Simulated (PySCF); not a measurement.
Species: C4H5N2O2S (doublet state).
Z-matrix (Å and degrees, GFN2-xTB geometry), rows numbered from 1:
```
C 
O   1  1.3321
C   2  1.3093  1  121.90
N   3  1.3093  2  127.84  1    -0.71
C   4  1.3463  3  109.17  2   179.89
C   5  1.4945  4  119.43  3   178.64
O   6  1.3991  5  112.59  4    26.79
N   5  1.3069  4  118.73  3     0.20
S   8  1.6370  5  110.60  4    -0.01
H   1  1.0702  2  114.75  3   179.73
H   1  1.0725  2  120.72  3    -0.56
H   6  1.1040  5  107.72  4   -95.52
H   6  1.0921  5  109.73  4   147.12
H   7  0.9660  6  107.54  5   -36.28
```

The hyperfine couplings belong to this conformer and change with its torsions.

Identity: `[CH2]Oc1nc(CO)ns1` [radical].

Method used: PySCF, UKS B3LYP, pcH-1 on C H N O S, non-relativistic, mean-field spin-orbit, GIAO. One conformer (not necessarily the lowest) at the GFN2-xTB geometry, without solvent, vibrations or thermal averaging. A GFN2-xTB geometry isn't a minimum of the functional, and hyperfine couplings can be far from their values at a DFT geometry. Stability of the SCF solution: not tested.

Task: Give the principal g shifts and their parts.

Result: 
| Δg (ppm) | 1 | 2 | 3 |
| --- | --- | --- | --- |
| relativistic mass correction | -180 | -180 | -180 |
| gauge correction | -6 | 42 | 38 |
| orbital Zeeman/spin–orbit | -27 | 752 | 2122 |
| total | -213 | 614 | 1981 |

So g = 2.00211, 2.00293, 2.00430 and g_iso = 2.00311; the tensor is rhombic: the two nearest values differ by 38 % of g3 − g1. 

Task: What effective moment and Curie constant follow for a powder?

Result: With the mean of g² = 4.0125 and S(S+1) = 0.75: μ_eff = √(⟨g²⟩S(S+1)) = 1.735 μB and χT = 0.12505·⟨g²⟩·S(S+1) = 0.376 cm³ K/mol (cgs; spin-Hamiltonian part alone).

Task: At 9.624 GHz, how far is the centre of the isotropic spectrum from where a free electron (g = 2.002319) resonates?

Result: B = hν/(g μB) with μB/h = 13.99624 MHz/mT gives 343.41 mT for the free electron and 343.27 mT at g_iso, 0.14 mT lower.

Task: What are the electron Larmor frequencies g μB B/h along the three axes at 330 mT?

Result: 9.2473, 9.2511, 9.2574 GHz for g1, g2 and g3, a range of 10.1 MHz.

Task: In a frozen sample, at which fields do the three g values resonate at 9.5, 34, 94 and 263 GHz (hyperfine left aside), and which band first spreads them over more than twice a line width of 1.0 mT?

Result: 
| band | GHz | B(g3) mT | B(g2) mT | B(g1) mT | spread mT |
| --- | --- | --- | --- | --- | --- |
| X | 9.5 | 338.65 | 338.88 | 339.02 | 0.37 |
| Q | 34.0 | 1212.01 | 1212.83 | 1213.33 | 1.33 |
| W | 94.0 | 3350.84 | 3353.13 | 3354.51 | 3.67 |
| J | 263.0 | 9375.22 | 9381.62 | 9385.49 | 10.27 |

The spread grows in proportion to the frequency. W band is the first where it exceeds 2.0 mT.

The largest Mulliken spin population is on C1 (+0.95). The angles at C1 add up to 360.0°, so it is planar; its axial dipolar tensor and the negative couplings of its protons fit spin in a p orbital normal to that plane.

The HOMO–LUMO gaps are 4.55 eV among the α and 4.82 eV among the β orbitals.
